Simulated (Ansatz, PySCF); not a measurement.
Species: SnH2, charge 0, multiplicity 3. This is an excited triplet: at this geometry the singlet lies 0.70 eV lower at CCSD(T)/CBS(def2-TZVPPD,def2-QZVPPD). 
Coordinates optimised at B3LYP-D3(BJ)/def2-TZVP (Ansatz, an electronic-structure program):
```xyz
3

Sn     0.0006    -0.0010    -0.0337
H      1.4723     0.0122     0.8709
H     -1.5044     0.0360     0.8136
```
Charge 0, spin multiplicity 3.

Total electronic energies in hartree. Cores are frozen in the correlated levels unless marked. Open shells are spin-unrestricted. Spin-orbit coupling is left out. Frozen are the shells of the preceding noble gas and the d and f shells that filled before the atom's block. In def2 rows, elements after Kr have scalar-relativistic effective core potentials. STO-3G rows are all-electron and non-relativistic. Basis-set limits of correlation are two-point, X^-3; Hartree-Fock from the larger set.

```json
[
 {"level": "HF/def2-TZVPP", "program": "Ansatz", "energy (Eh)": "-214.45449"},
 {"level": "RI-HF/def2-TZVPPD", "program": "Ansatz", "energy (Eh)": "-214.45454"},
 {"level": "PBE-D4/def2-TZVPD", "program": "Ansatz + dftd4", "energy (Eh)": "-215.40587"},
 {"level": "BLYP/def2-TZVPD", "program": "Ansatz", "energy (Eh)": "-215.35645"},
 {"level": "BP86-D4/def2-TZVPD", "program": "PySCF + dftd4", "energy (Eh)": "-215.53725"},
 {"level": "TPSS/def2-TZVPD", "program": "PySCF", "energy (Eh)": "-215.33040"},
 {"level": "PW6B95/def2-TZVPD", "program": "PySCF", "energy (Eh)": "-215.54308"},
 {"level": "LC-wPBE-D3(BJ)/def2-TZVPD", "program": "Ansatz + dftd3", "energy (Eh)": "[?]"},
 {"level": "MP2/STO-3G", "program": "Ansatz", "energy (Eh)": "-5964.39645"},
 {"level": "MP2/def2-QZVPP", "program": "Ansatz", "energy (Eh)": "-214.54040"},
 {"level": "CCSD/def2-SVP", "program": "Ansatz", "energy (Eh)": "-214.52878"},
 {"level": "CCSD/def2-SVPD", "program": "Ansatz", "energy (Eh)": "-214.53395"},
 {"level": "CCSD/CBS(def2-TZVPPD,def2-QZVPPD)", "program": "Ansatz", "energy (Eh)": "-214.5627"},
 {"level": "CCSD(T)/def2-SVPD", "program": "Ansatz", "energy (Eh)": "-214.53590"},
 {"level": "CCSD(T)/CBS(def2-TZVPPD,def2-QZVPPD)", "program": "Ansatz", "energy (Eh)": "-214.5659"}
]
```

Task: Complete the blanks.

Result: 
- LC-wPBE-D3(BJ)/def2-TZVPD, energy (Eh): -215.44969
